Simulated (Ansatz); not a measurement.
# Molecular dynamics of FGeH3O

Input file:

```yaml
crystal:
  periodic: [false, false, false]
  atoms:
    - { symbol: Ge, position_ang: [0.197249, -0.026237, -0.334541] }
    - { symbol: O, position_ang: [0.720983, 0.206437, 1.594206] }
    - { symbol: H, position_ang: [0.620773, -0.626074, 2.10611] }
    - { symbol: H, position_ang: [1.618353, 0.020368, 0.471299] }
    - { symbol: F, position_ang: [-0.763035, 1.427971, -0.618847] }
    - { symbol: H, position_ang: [-0.882422, -1.177764, -0.335029] }
basis:
  gaussian: { orbitals: def2-SVP }
hamiltonian:
  xc: pbe
  dispersion: d4
md:
  timestep: 0.5
  n_steps: 200
  ensemble: nve
  temperature: 300.0
  initial_velocities: maxwell_boltzmann
  seed: 4678
```

Command:

```bash
$ ansatz run input.yaml --threads 1 --pin off --max-ram 2048MiB --backend cpu --events-out ev --progress --plain --runs-dir out
```

It starts at the highest image of a converged band, a first-order saddle point between two minima.

Output, in part (step lines, the closing report, with atoms numbered from 0):

```
md step     0: t =     0.00 fs  T =   300.0 K  F+E_penalty+E_count = -61305.85436312 eV  E_kin = 0.155112 eV  conserved = -61305.69925112 eV  (27 SCF iters)
md step     1: t =     0.50 fs  T =   298.1 K  F+E_penalty+E_count = -61305.85337840 eV  E_kin = 0.154135 eV  conserved = -61305.69924328 eV  (29 SCF iters)
md step     2: t =     1.00 fs  T =   293.1 K  F+E_penalty+E_count = -61305.85077748 eV  E_kin = 0.151550 eV  conserved = -61305.69922698 eV  (29 SCF iters)
md step     3: t =     1.50 fs  T =   285.5 K  F+E_penalty+E_count = -61305.84680924 eV  E_kin = 0.147601 eV  conserved = -61305.69920783 eV  (29 SCF iters)
md step     4: t =     2.00 fs  T =   275.8 K  F+E_penalty+E_count = -61305.84176797 eV  E_kin = 0.142576 eV  conserved = -61305.69919242 eV  (28 SCF iters)
md step     5: t =     2.50 fs  T =   264.4 K  F+E_penalty+E_count = -61305.83588965 eV  E_kin = 0.136704 eV  conserved = -61305.69918537 eV  (29 SCF iters)
md step     6: t =     3.00 fs  T =   251.6 K  F+E_penalty+E_count = -61305.82928749 eV  E_kin = 0.130102 eV  conserved = -61305.69918568 eV  (29 SCF iters)
md step     7: t =     3.50 fs  T =   237.5 K  F+E_penalty+E_count = -61305.82196356 eV  E_kin = 0.122775 eV  conserved = -61305.69918844 eV  (29 SCF iters)
[... lines left out ...]
Total energy: -61306.39419986 eV, -2252.9684318782 hartree
Atom 0 at     0.133328    -0.096616    -0.662140 Å, force     0.844949     0.097245    -0.208264 eV/Å
Atom 1 at     1.026541     0.385353     2.568138 Å, force     1.804534    -2.474583     3.007420 eV/Å
Atom 2 at     0.378203     0.248665     3.298281 Å, force     0.296493     0.030786    -0.512231 eV/Å
Atom 3 at     0.564570     0.853248     1.944141 Å, force    -2.239051     2.604214    -2.777035 eV/Å
Atom 4 at    -0.705456     1.461479    -0.330841 Å, force    -0.223026    -0.558796     0.288655 eV/Å
Atom 5 at    -0.915356    -1.285618    -0.281850 Å, force    -0.483899     0.301135     0.201455 eV/Å
Dipole moment:    -0.200343    -0.167979     0.069614 e Å
```

The steps, from the saved trajectory:

| time (fs) | T (K) | potential energy less start (eV) | conserved less start (meV/atom) |
| --- | --- | --- | --- |
| 0 | 300 | 0.000 | 0.00 |
| 3 | 252 | 0.025 | 0.01 |
| 6 | 150 | 0.078 | 0.02 |
| 9 | 68 | 0.120 | 0.03 |
| 12 | 50 | 0.130 | 0.03 |
| 15 | 113 | 0.097 | 0.03 |
| 18 | 277 | 0.012 | 0.05 |
| 21 | 722 | -0.218 | 0.11 |
| 24 | 1427 | -0.585 | -0.29 |
| 27 | 2161 | -0.967 | -0.84 |
| 30 | 1542 | -0.641 | 0.21 |
| 33 | 2252 | -1.014 | -0.72 |
| 36 | 2371 | -1.074 | -0.49 |
| 39 | 1906 | -0.829 | 0.19 |
| 42 | 2262 | -1.018 | -0.63 |
| 45 | 2148 | -0.957 | -0.27 |
| 48 | 1697 | -0.722 | 0.07 |
| 51 | 1737 | -0.745 | -0.35 |
| 54 | 1516 | -0.626 | 0.55 |
| 57 | 1893 | -0.825 | -0.21 |
| 60 | 1789 | -0.771 | -0.12 |
| 63 | 1636 | -0.688 | 0.56 |
| 66 | 1708 | -0.729 | -0.23 |
| 69 | 1475 | -0.607 | 0.04 |
| 72 | 1631 | -0.688 | 0.08 |
| 75 | 1952 | -0.858 | -0.60 |
| 78 | 1339 | -0.537 | 0.12 |
| 81 | 1252 | -0.494 | -0.29 |
| 84 | 1287 | -0.513 | -0.46 |
| 87 | 1084 | -0.405 | 0.12 |
| 90 | 1599 | -0.675 | -0.61 |
| 93 | 1464 | -0.603 | -0.31 |
| 96 | 1218 | -0.474 | 0.09 |
| 99 | 1500 | -0.624 | -0.65 |

The run went to its last step. The conserved energy stayed within 0.94 meV per atom of its start (net change -0.11 meV per atom), so the integration is sound. The kinetic energy rose, since the run started high on the potential surface and went downhill. It ends in pieces (FGeH + H2O), so much of that is their flight and rotation, not heat. A run of 0.1 ps of so small a system gives no equilibrium averages. The orbitals stay closed-shell, which can raise the energy where a bond breaks towards radicals; this wasn't checked here.

Between its relaxed ends the band would form O2–H4 and break Ge1–H4. These pairs go: O2–H4 1.45 → 0.91 Å, Ge1–H4 1.63 → 2.81 Å. In the last frame they stand as after the step (other bonds may differ from the relaxed reactants and products). Also parted: Ge1–O2 2.01 → 3.39 Å. It ends as FGeH + H2O. Pairs count as bonded within 1.25 times the sum of covalent radii (0.12 Å more for H–H).

Last frame:

```xyz
6
Properties=species:S:1:pos:R:3
Ge 0.133 -0.097 -0.662
O 1.026 0.385 2.568
H 0.378 0.249 3.298
H 0.565 0.853 1.944
F -0.706 1.462 -0.331
H -0.915 -1.286 -0.282
```

Time of the run: 5 min on 1 thread of Arm Neoverse V1 (shared host), peak memory 0.15 GiB.
